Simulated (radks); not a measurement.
Spherical quantum dot in the effective-mass picture: electrons in a parabolic well V = omega^2 r^2 / 2 with omega = 4.98, with a point charge +1 (a donor) at the centre, all in effective atomic units (hartree* = m*/eps^2 hartree, bohr* = eps/m* bohr), one dielectric constant everywhere. Calculated with a radial shooting solver with Libxc functionals: non-relativistic Kohn-Sham, LDA (Slater exchange, Perdew-Wang correlation), spin-polarised, spherical densities. Levels are named by radial order and angular momentum (1s, 1p, 1d, 2s, ...), and open shells are averaged over m. Results are scaled to m* = 0.072 and eps = 5.3, for which hartree* = 69.75 meV and bohr* = 3.895 nm.

N = 14, configuration 1s2 1p6 1d(up 4, down 0) 2s2. This is the lowest configuration that the search found. Occupied and some empty levels:

| level | occupation | eigenvalue (meV) | <r> (nm) |
|---|---|---|---|
| 1s up | 1 | 1540.8 | 2.166 |
| 1s down | 1 | 1550.9 | 2.147 |
| 1p up | 3 | 1825.0 | 2.950 |
| 1p down | 3 | 1839.4 | 2.944 |
| 2s up | 1 | 2087.8 | 3.129 |
| 2s down | 1 | 2098.6 | 3.142 |
| 1d up | 4 | 2101.2 | 3.484 |
| 1d down | 0 | 2116.5 | 3.488 |
| 1f up | 0 | 2386.4 | 3.917 |
| 1f down | 0 | 2401.1 | 3.926 |
| 2p up | 0 | 2410.9 | 3.612 |
| 2p down | 0 | 2421.0 | 3.620 |
| 1g up | 0 | 2681.0 | 4.293 |
| 1g down | 0 | 2694.3 | 4.305 |

Energy (meV): total 19114.8, kinetic 5580.4, external 6670.6, Hartree 7885.7, exchange-correlation -1021.9.
